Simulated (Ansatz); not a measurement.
Geometry optimisation, Ansatz, UKS PBE0-D4/6-31G*.

Input file:

```yaml
crystal:
  periodic: [false, false, false]
  atoms:
    - { symbol: Si, position_ang: [0.0, 0.0, 0.0] }
    - { symbol: H, position_ang: [0.0, 0.0, 1.71] }
    - { symbol: "N", position_ang: [1.7163, 0.0, -0.6061] }
    - { symbol: H, position_ang: [2.2145, -0.918, -0.7868] }
    - { symbol: H, position_ang: [2.2175, 0.918, -0.7783] }
    - { symbol: "N", position_ang: [-0.8572, 1.4851, -0.6061] }
    - { symbol: H, position_ang: [-1.8773, 1.43, -0.8888] }
    - { symbol: H, position_ang: [-0.3367, 2.4058, -0.6766] }
    - { symbol: "N", position_ang: [-0.8572, -1.4851, -0.6061] }
    - { symbol: H, position_ang: [-1.3922, -2.1014, 0.0704] }
    - { symbol: H, position_ang: [-0.8219, -1.7344, -1.6357] }
    - { symbol: Cl, position_ang: [0.0, 0.0, 3.38] }
magnetization:
  spin_polarized: true
  initial_magnetization: 1
basis:
  gaussian: { orbitals: "6-31G*" }
hamiltonian:
  xc: pbe0
  dispersion: d4
relax:
  f_tol: 0.15
  max_steps: 25
  restrain:
    - { distance: [1, 11], at: 1.37, k: 30.0 }
    - { distance: [0, 1], at: 2.66, k: 30.0 }
```

Command:

```bash
$ ansatz run input.yaml --threads 4 --pin off --max-ram 5120MiB --backend cpu --events-out ev --progress --plain --runs-dir out
```

Problem. Where does it end, and by what steps?

Solution. It converged. The restraints hold the end off the free minimum; the threshold counts their pulls, which the force column leaves out. Restrained pairs: H2–Cl12 (1.67 → 1.35 Å), Si1–H2 (1.71 → 2.65 Å). After 11 steps the energy has fallen by 0.918 eV (the restraints' own energy left out); H2 moved furthest, 0.70 Å.

| step | energy less start (eV) | largest force component (eV/Å) | accepted |
| --- | --- | --- | --- |
| 0 | 0.0000 | 2.542 | yes |
| 1 | -0.3916 | 1.491 | yes |
| 2 | -0.3149 | 2.951 | yes |
| 3 | -0.5842 | 2.223 | yes |
| 4 | -0.7980 | 0.811 | yes |
| 5 | -0.8048 | 1.188 | yes |
| 6 | -0.8586 | 0.683 | yes |
| 7 | -0.8807 | 0.745 | yes |
| 8 | -0.9118 | 0.706 | yes |
| 9 | -0.8764 | 1.068 | no |
| 10 | -0.9121 | 0.754 | yes |
| 11 | -0.9185 | 0.742 | yes |

```xyz
12
Properties=species:S:1:pos:R:3
Si 0.004 0.000 -0.246
H 0.047 -0.064 2.403
N 1.592 -0.098 -0.924
H 2.315 -0.630 -0.456
H 1.970 0.736 -1.360
N -0.700 1.485 -0.790
H -1.656 1.430 -1.120
H -0.550 2.334 -0.261
N -0.944 -1.328 -0.822
H -1.637 -1.754 -0.222
H -0.457 -2.023 -1.375
Cl 0.023 -0.088 3.749
```

Time of the run: 33 s on 4 threads of Arm Neoverse V2 (shared host), peak memory 0.31 GiB.
